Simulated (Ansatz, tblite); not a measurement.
Forces on the cluster NaPb₂⁻ at its B3LYP-D4/def2-TZVPD geometry. The state is a singlet with charge -1.

In the def2 sets Pb takes a core potential; there is no spin–orbit coupling. The xTB rows come from tblite. HSE06 is defined as in plane-wave codes, on full-range PBE exchange. At HSE06-D4/def2-TZVPD the highest occupied level of the charge -1 singlet lies above zero (up to 0.15 eV). By energy differences its removal costs 1.41 eV (vertical, to the charge 0 doublet, at PBE0-D4/def2-TZVPD). The structure comes from a short search, and lower isomers may exist.

GFN1-xTB (tblite), largest force 0.94 eV/Å:

```xyz
3
positions Å, forces eV/Å
Na    0.028    1.839   -0.184   -0.014   -0.938    0.094
Pb    1.346   -0.903    0.461   -0.325    0.465   -0.137
Pb   -1.374   -0.936   -0.277    0.339    0.473    0.043
```

GFN2-xTB (tblite), largest force 1.69 eV/Å:

```
Na -0.015 -0.957 0.096
Pb -1.552 0.459 -0.471
Pb 1.566 0.497 0.375
```

HSE06-D4/def2-TZVPD (Ansatz), largest force 0.25 eV/Å:

```
Na 0.000 -0.019 0.002
Pb -0.241 0.006 -0.066
Pb 0.242 0.013 0.065
```
